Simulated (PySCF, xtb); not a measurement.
C₂HF₄, SMILES FC(F)(F)[CH]F, multiplicity 2.

Coordinates come from a B3LYP-D3(BJ)/def2-SVP optimisation. The isomer is the one that the SMILES or the coordinates give; other isomers of the formula were not compared.

The numbers are results of PySCF with IEF-PCM-B3LYP/def2-SVP, not measurements.

The values are the electrostatic part of the solvation free energy, E(continuum) − E(gas) at the gas-phase geometry, in a cavity of scaled van der Waals radii (PySCF's table); cavitation and dispersion terms are not included. The dipole moment in vacuum is 1.65 D.

| solvent | ε | ΔG(elec) (kcal/mol) | dipole (D) |
|---|---|---|---|
| water | 78.36 | -2.3 | 1.97 |
| chloroform | 4.71 | -1.6 | 1.88 |
| 1-octanol | 9.86 | -2.0 | 1.93 |

For comparison, GFN2-xTB/ALPB(water) (xtb, at the GFN2-xTB geometry, all terms of that model) gives -0.6 kcal/mol.
